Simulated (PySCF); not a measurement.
Some computed properties have been withheld. Give your best values.

TMS-CClF2, C₄H₉ClF₂Si.
Bonds: C1–Si2, Si2–C3, Si2–C4, Si2–C5, C5–F6, C5–F7, C5–Cl8. Hydrogens: H9, H10, H11 on C1; H12, H13, H14 on C3; H15, H16, H17 on C4.

Conformer (atom-mapped SMILES and torsion angles): `[CH3:1][Si:2]([CH3:3])([CH3:4])[C:5]([F:6])([F:7])[Cl:8]`: C1–Si2–C5–F6 179°.

```tsv
property	level	value
point group of the GFN2-xTB geometry	GFN2-xTB	?
rotational constants A, B, C of the GFN2-xTB geometry	GFN2-xTB	1.680, 1.087, 0.997 GHz
dipole moment	CAM-B3LYP/def2-SVPD	3.23 D
HOMO energy	CAM-B3LYP/def2-SVPD	-9.89 eV
LUMO energy	CAM-B3LYP/def2-SVPD	?
lowest singlet excitation	TDDFT CAM-B3LYP/def2-SVPD	7.44 eV (167 nm, f = 0.072)
strongest line among the 8 lowest singlet transitions	TDDFT CAM-B3LYP/def2-SVPD	S5 at 8.55 eV (145 nm, f = 0.124)
lowest triplet excitation (Tamm–Dancoff)	TDA CAM-B3LYP/def2-SVPD	6.56 eV
static isotropic polarisability	CAM-B3LYP/def2-SVPD	90.0 au
electronic spatial extent ⟨r²⟩ about the centre of nuclear charge	CAM-B3LYP/def2-SVPD	?
```

The electronic properties come from PySCF, for the isolated species, density fitting.

(1) What is the point group of the GFN2-xTB geometry?

(2) What is the LUMO energy?

(3) What is the electronic spatial extent ⟨r²⟩ about the centre of nuclear charge?

Results:

(1) Cs.

(2) 0.93 eV.

(3) 1399 bohr².

The 8 singlets span 7.44 to 9.02 eV, and their oscillator strengths add up to 0.48. The rotational constants make it an asymmetric top with κ = (2B − A − C)/(A − C) = -0.74, nearer the prolate limit (−1). The polarisability is 13.34 Å³ as a volume (1 au = 0.148185 Å³), or 1.10 au for each of the 82 electrons. No computed singlet falls in the visible range (750 to 380 nm, 1.65 to 3.26 eV); S1 lies 4.18 eV above its blue end. In atomic units the dipole is 1.27 e·bohr (1 au = 2.5417 D).
